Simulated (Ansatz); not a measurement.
Ideal-gas functions of C2H2AlNO (`O=C[C]1=[N][AlH]1`) at 500 K and 1 bar, from an Ansatz frequency run at PBE0-D4/def2-TZVP.

Molar mass 83.03 g/mol, point group Cs (symmetry number 1), electronic degeneracy 1, moments of inertia 34.29, 212.276, 246.566 u Å². Harmonic wavenumbers (cm⁻¹, unscaled): 79, 183, 267, 393, 455, 532, 652, 727, 982, 1198, 1357, 1519, 1824, 2027, 2903.

Use S(trans) = R[1.5 ln M + 2.5 ln T − 1.1517]; rotational temperatures θ = 24.2544 K / I; S(rot) = R[ln(√π/σ · √(T³/θAθBθC)) + 1.5]; for each mode x = 1.438777 ν̃/T, S = R[x/(eˣ − 1) − ln(1 − e⁻ˣ)] and H = RT x/(eˣ − 1); 1 cm⁻¹ = 0.0119627 kJ/mol; R = 8.31446 J/(mol·K).

**Question.** By hand: the entropy, in J/(mol·K).

**Answer.** Translation 174.7. Rotation: θ = 0.7073, 0.1143, 0.0984 K, giving 114.8. Vibration, mode by mode: 20.65, 13.74, 10.71, 7.72, 6.64, 5.54, 4.20, 3.54, 1.99, 1.21, 0.84, 0.57, 0.27, 0.17, 0.02, in all 77.8. Electronic 0.0. Sum 367.3 J/(mol·K).

**Question.** By hand: H − E and G − E in kJ/mol, counted from the electronic energy.

**Answer.** Zero-point energy ½ × 15098 × 0.0119627 = 90.3; thermal vibration 20.2; translation, rotation and pV give 4 RT = 16.6. H − E = 127.1 kJ/mol, and G − E = 127.1 − 500 × 367.3/1000 = -56.5 kJ/mol.

Vibration gives 21 % of the entropy, 20.6 J/(mol·K) of it from the mode under 150 cm⁻¹: soft modes count most, and the harmonic formula is weakest for them. The sum counts one conformer and one mirror image; others add a mixing term.
